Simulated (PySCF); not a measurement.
Cd⁴⁰⁺: ionisation energy

Cd⁴⁰⁺ [He] 2s2 2p4 (3P) → Cd⁴¹⁺ [He] 2s2 2p3 (4S), as a difference of total energies. Computed with PySCF 2.14 in an even-tempered Gaussian basis (19 s from 16 bohr⁻², ratio 2.2; 12 p from 20 bohr⁻², ratio 2.2; 6 d from 87 bohr⁻², ratio 2.4; 5 f from 130 bohr⁻², ratio 2.4; 4 g from 190 bohr⁻², ratio 2.4), with the spin-free X2C one-electron Hamiltonian (Gaussian nucleus). Correlated levels: nothing frozen; virtual orbitals above 40 to 60 times the deepest correlated orbital energy dropped. The calculations carry no spin-orbit coupling.

```
                 method  ionisation energy (eV)
                    UHF                  6294.5
    MP2 (all electrons)                  6296.1
SCS-MP2 (all electrons)                  6296.3
   CCSD (all electrons)                  6296.1
CCSD(T) (all electrons)                  6296.1
```

Spin-orbit coupling is strong in these open shells (close to jj coupling). The scalar numbers leave it out and a first-order estimate fails, so it can dominate the gap to the real levels.

For this ion Breit and QED terms and the two-electron picture change, all absent here, outweigh the differences among the correlated methods.

For comparison: 6257 ± 12 eV (semi-empirical (NIST evaluation); NIST Atomic Spectra Database, ionization energies).
